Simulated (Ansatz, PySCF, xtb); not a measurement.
Dimer: C2H4 (SMILES C=C) (first 6 atoms) with CH6Si (SMILES C[SiH3]); geometry from B3LYP-D3(BJ)/def2-TZVP.
(charge 0, multiplicity 1):
```
atom    x (Å)    y (Å)    z (Å)
----  -------  -------  -------
C      0.4907  -0.0153   0.0182
C     -0.8089   0.2180   0.1247
H      1.2180   0.5442   0.5933
H      0.8806  -0.7758  -0.6477
H     -1.5376  -0.3411  -0.4499
H     -1.1958   0.9785   0.7919
C     -0.7615  -1.0162   3.7708
Si     0.5321   0.3367   3.8616
H     -1.7156  -0.6699   4.1723
H     -0.4501  -1.8898   4.3465
H     -0.9168  -1.3242   2.7362
H      0.1011   1.5342   3.0992
H      1.8239  -0.1275   3.3002
H      0.7612   0.7482   5.2690
```

Monomers are frozen at their geometry in the pair; levels with a basis set take the counterpoise correction. Rows marked so take none.

Rows in 6-311+G**, 6-31G* carry no dispersion term and start afresh at each structure (6-31G* with six Cartesian d functions).

Codes used: Ansatz (Gaussian orbitals); PySCF for 6-311+G** rows, 6-31G* rows, the dispersion terms; xtb for the GFN methods. Each number belongs to the level named beside it.

One of these levels gives 2.4 kJ/mol for the interaction energy. Name it.
A. B3LYP/6-31G* (no counterpoise)
B. B3LYP/6-311+G** (no counterpoise)
C. GFN-FF
D. PBE-D3(BJ)/def2-TZVPPD

B, B3LYP/6-311+G** (no counterpoise). The others give -4.8 (GFN-FF), -8.3 (PBE-D3(BJ)/def2-TZVPPD), -1.6 (B3LYP/6-31G* (no counterpoise))

Ansatz is an electronic-structure program.
